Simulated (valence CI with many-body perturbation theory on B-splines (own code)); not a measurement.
# Energy levels of Al8+

Calculated by configuration interaction combined with many-body perturbation theory (CI+MBPT): three valence electrons over a frozen Dirac-Fock core [He], a basis of 11 s, 11 p, 10 d, 8 f, 5 g, 2 h functions for each j, with the one-electron correlation potential Σ1 (screened to all orders), the two-electron term Σ2, the three-electron term Σ3, Breit, model QED; selected single and double excitations, second order for the rest, scaled by the run's own slope (own B-spline code, finite nucleus).

No measured levels were compared; by estimate levels of excited configurations hold to 0.05 to 0.15 % of their energy, terms of the ground configuration to about 0.5 %.

Levels 91 to 135 of 194, with energies above the lowest level, 2s2.2p 2P°_1/2. "Leading %" is the weight of the configuration and term that name the level; weights of strongly mixed levels are sums over their largest components and can fall short. In the jj column 3d3/2^4 stands for four electrons in 3d with j = 3/2. Lifetimes count E1, E2, E3, M1 and M2 decay at the calculated energies, and are blank where another channel may lead or the interval is too uncertain; long ones can be off by a factor of two.

| No. | Configuration | Term | J | E (eV) | Leading % | Leading jj | g | Lifetime |
| --- | --- | --- | --- | --- | --- | --- | --- | --- |
| 91 | 2p2.3d | 4F | 7/2 | 252.37 | 98 | 2p1/2 2p3/2 3d5/2 (60 %) | 1.240 | 291 ps |
| 92 | 2p2.3p | 2F° | 5/2 | 252.40 | 93 | 2p1/2 2p3/2 3p1/2 (42 %) | 0.858 | 13.3 ps |
| 93 | 2p2.3p | 2F° | 7/2 | 252.51 | 93 | 2p1/2 2p3/2 3p3/2 (58 %) | 1.143 | 13.1 ps |
| 94 | 2p2.3d | 4F | 9/2 | 252.59 | 99 | 2p3/2^2 3d5/2 (61 %) | 1.333 | 335 ps |
| 95 | 2s2.4s | 2S | 1/2 | 253.16 | 92 | 2s^2 4s (92 %) | 2.002 | 18.7 ps |
| 96 | 2p2.3d | 4D | 3/2 | 253.79 | 57 | 2p1/2 2p3/2 3d3/2 (52 %) | 1.255 | 8.45 ps |
| 97 | 2p2.3d | 4D | 1/2 | 253.81 | 87 | 2p1/2 2p3/2 3d3/2 (95 %) | 0.080 | 27.1 ps |
| 98 | 2p2.3d | 4D | 5/2 | 253.92 | 89 | 2p1/2 2p3/2 3d3/2 (27 %) | 1.333 | 52.2 ps |
| 99 | 2p2.3d | 4D | 7/2 | 254.00 | 88 | 2p1/2 2p3/2 3d5/2 (59 %) | 1.401 | 115 ps |
| 100 | 2p2.3d | 2P | 3/2 | 254.06 | 58 | 2p1/2 2p3/2 3d5/2 (57 %) | 1.277 | 6.10 ps |
| 101 | 2p2.3d | 2F | 5/2 | 254.35 | 91 | 2p1/2 2p3/2 3d5/2 (55 %) | 0.895 | 11.1 ps |
| 102 | 2p2.3d | 2P | 1/2 | 254.38 | 87 | 2p3/2^2 3d5/2 (67 %) | 0.590 | 4.00 ps |
| 103 | 2p2.3d | 2F | 7/2 | 254.79 | 89 | 2p3/2^2 3d5/2 (69 %) | 1.168 | 11.7 ps |
| 104 | 2p2.3p | 2D° | 5/2 | 254.91 | 98 | 2p1/2 2p3/2 3p3/2 (63 %) | 1.200 | 4.80 ps |
| 105 | 2p2.3p | 2D° | 3/2 | 254.94 | 96 | 2p1/2 2p3/2 3p1/2 (29 %) | 0.807 | 4.84 ps |
| 106 | 2p2.3d | 4P | 5/2 | 255.90 | 97 | 2p1/2 2p3/2 3d5/2 (48 %) | 1.598 | 1.07 ps |
| 107 | 2p2.3d | 4P | 3/2 | 256.05 | 98 | 2p1/2 2p3/2 3d3/2 (31 %) | 1.730 | 1.07 ps |
| 108 | 2p2.3d | 4P | 1/2 | 256.13 | 98 | 2p3/2^2 3d3/2 (52 %) | 2.662 | 1.06 ps |
| 109 | 2s2.4p | 2P° | 1/2 | 256.53 | 50 | 2s^2 4p1/2 (50 %) | 0.665 | 13.1 ps |
| 110 | 2s2.4p | 2P° | 3/2 | 256.65 | 72 | 2s^2 4p3/2 (72 %) | 1.332 | 17.9 ps |
| 111 | 2p2.3p | 2P° | 1/2 | 256.83 | 51 | 2p1/2 2p3/2 3p3/2 (44 %) | 0.665 | 13.6 ps |
| 112 | 2p2.3p | 2P° | 3/2 | 257.03 | 73 | 2p3/2^2 3p3/2 (41 %) | 1.330 | 10.4 ps |
| 113 | 2p2.3s | 2S | 1/2 | 257.40 | 82 | 2p3/2^2 3s (57 %) | 2.002 | 4.74 ps |
| 114 | 2p2.3d | 2D | 5/2 | 259.06 | 87 | 2p1/2 2p3/2 3d5/2 (34 %) | 1.197 | 1.73 ps |
| 115 | 2p2.3d | 2D | 3/2 | 259.06 | 89 | 2p1/2 2p3/2 3d5/2 (39 %) | 0.801 | 1.81 ps |
| 116 | 2p2.3d | 2G | 7/2 | 259.08 | 98 | 2p1/2 2p3/2 3d3/2 (54 %) | 0.890 | 243 ps |
| 117 | 2p2.3d | 2G | 9/2 | 259.12 | 99 | 2p1/2 2p3/2 3d5/2 (61 %) | 1.111 | 2.43 ns |
| 118 | 2s2.4d | 2D | 3/2 | 259.61 | 87 | 2s^2 4d3/2 (87 %) | 0.799 | 3.06 ps |
| 119 | 2s2.4d | 2D | 5/2 | 259.64 | 85 | 2s^2 4d5/2 (85 %) | 1.200 | 2.99 ps |
| 120 | 2p2.3d | 2F | 5/2 | 261.17 | 68 | 2p1/2 2p3/2 3d3/2 (46 %) | 0.961 | 972 fs |
| 121 | 2p2.3d | 2F | 7/2 | 261.18 | 97 | 2p1/2 2p3/2 3d5/2 (65 %) | 1.142 | 852 fs |
| 122 | 2p2.3d | 2D | 3/2 | 261.22 | 98 | 2p1/2 2p3/2 3d3/2 (46 %) | 0.800 | 1.46 ps |
| 123 | 2s2.4f | 2F° | 5/2 | 261.35 | 92 | 2s^2 4f5/2 (92 %) | 0.857 | 9.41 ps |
| 124 | 2s2.4f | 2F° | 7/2 | 261.36 | 92 | 2s^2 4f7/2 (92 %) | 1.143 | 9.43 ps |
| 125 | 2p2.3d | 2D | 5/2 | 261.50 | 69 | 2p3/2^2 3d5/2 (62 %) | 1.100 | 1.22 ps |
| 126 | 2p2.3d | 2P | 1/2 | 263.16 | 97 | 2p1/2 2p3/2 3d5/2 (38 %) | 0.667 | 1.58 ps |
| 127 | 2p2.3d | 2P | 3/2 | 263.31 | 97 | 2p3/2^2 3d5/2 (38 %) | 1.333 | 1.55 ps |
| 128 | 2p2.3d | 2S | 1/2 | 264.43 | 87 | 2p1/2 2p3/2 3d5/2 (32 %) | 2.002 | 2.95 ps |
| 129 | 2p2.3p | 2P° | 1/2 | 266.08 | 91 | 2p3/2^2 3p1/2 (67 %) | 0.665 | 6.77 ps |
| 130 | 2p2.3p | 2P° | 3/2 | 266.14 | 91 | 2p3/2^2 3p3/2 (61 %) | 1.334 | 6.98 ps |
| 131 | 2s.2p.4s | 4P° | 1/2 | 272.18 | 98 | 2s 2p1/2 4s (90 %) | 2.661 | 16.5 ps |
| 132 | 2s.2p.4s | 4P° | 3/2 | 272.38 | 98 | 2s 2p1/2 4s (61 %) | 1.730 | 16.3 ps |
| 133 | 2s.2p.4s | 4P° | 5/2 | 272.77 | 99 | 2s 2p3/2 4s (99 %) | 1.601 | 16.1 ps |
| 134 | 2p2.3d | 2D | 5/2 | 272.82 | 92 | 2p3/2^2 3d5/2 (61 %) | 1.200 | 2.32 ps |
| 135 | 2p2.3d | 2D | 3/2 | 272.88 | 92 | 2p3/2^2 3d3/2 (67 %) | 0.799 | 2.19 ps |

Names give the largest LS component (configuration and term), which can be under half, so a name can repeat, a term be missing and a line seem to break the LS rules; names also repeat where a configuration has a term twice.

Where two levels of one J and parity lie close, their mixing, g and order are uncertain.
